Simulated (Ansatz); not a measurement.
Calculated with Ansatz (gas phase, PBE0-D4/def2-TZVP geometries, no zero-point term in ΔE). CBS: MP2 limit from def2 TZ/QZ plus the TZ coupled-cluster correction, frozen cores. DFT in def2-TZVPP. Elements past krypton have def2 core potentials. For Sn, Te outer-core shells are correlated without core-valence functions, which leaves a few kJ/mol of doubt a bond. Each species was taken in one conformer, which may not be the lowest.

Reaction (ligand exchange at the Si–N bond): `C[SiH2][NH][SnH3]` + `[SiH3][TeH]` → `C[SiH2][Te][SiH3]` + `[NH2][SnH3]`

| species | PBE-D4 energy (Eh) |
| --- | --- |
| `C[SiH2][NH][SnH3]` | -601.84235 |
| `[SiH3][TeH]` | -559.77308 |
| `C[SiH2][Te][SiH3]` | -889.64002 |
| `[NH2][SnH3]` | -271.98279 |

Q: Work out ΔE.

A: ΔE = (-889.64002) + (-271.98279) − (-601.84235) − (-559.77308) = -0.00738 Eh = -19.4 kJ/mol. CCSD(T)/CBS gives -6.6 kJ/mol.

Largest T1 diagnostic among the species: 0.013.

From PBE to PBE0 (25 % exact exchange), in def2-TZVPP and without D4, ΔE moves by +3.7 kJ/mol. In def2-TZVPP, CCSD(T) changes the Hartree–Fock value by −9.8 kJ/mol (the triples alone add −2.9 kJ/mol) and MP2 by −16.9 kJ/mol.
